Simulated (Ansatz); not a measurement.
```yaml
crystal:
  periodic: [false, false, false]
  atoms:
    - {symbol: C, position_ang: [-0.109199, 1.034736, -1.620639]}
    - {symbol: C, position_ang: [0.335870, 0.950504, -0.312740]}
    - {symbol: Si, position_ang: [0.343636, -0.985960, 0.350057]}
    - {symbol: O, position_ang: [-0.645584, -0.888533, 1.739464]}
    - {symbol: H, position_ang: [-0.256196, 1.901734, -2.145371]}
    - {symbol: H, position_ang: [0.833440, 1.729222, 0.207527]}
    - {symbol: H, position_ang: [1.560250, -1.505432, 0.566676]}
    - {symbol: H, position_ang: [-0.463893, -1.737662, -0.573123]}
    - {symbol: H, position_ang: [-1.431461, -0.550448, 1.683681]}
basis:
  gaussian: {orbitals: def2-TZVPP}
total_charge: 1
hamiltonian: {xc: {name: wB97M-V}, dispersion: d2}
accuracy: high
output: {forces: true}
```

```sh
$ ansatz run in.yaml --threads 2 --pin off --events-out ev --progress --plain --max-ram 22528MiB --backend cpu
```

How does Ansatz answer? (Best estimate.)

Computed: The program refused the input.
```
Error: YAML parse error: error: line 16 column 48: hamiltonian.dispersion: `d2` is not `none`, `rvv10`, `d3bj`, `d3bjatm`, `d4` or a map `{method: …, s8: …, a1: …, a2_bohr: …}` (numbers without units, a2 in bohr) or `{method: …, functional: …}`
14 |   gaussian: {orbitals: def2-TZVPP}
15 | total_charge: 1
16 | hamiltonian: {xc: {name: wB97M-V}, dispersion: d2}
17 | accuracy: high
18 | output: {forces: true}
```
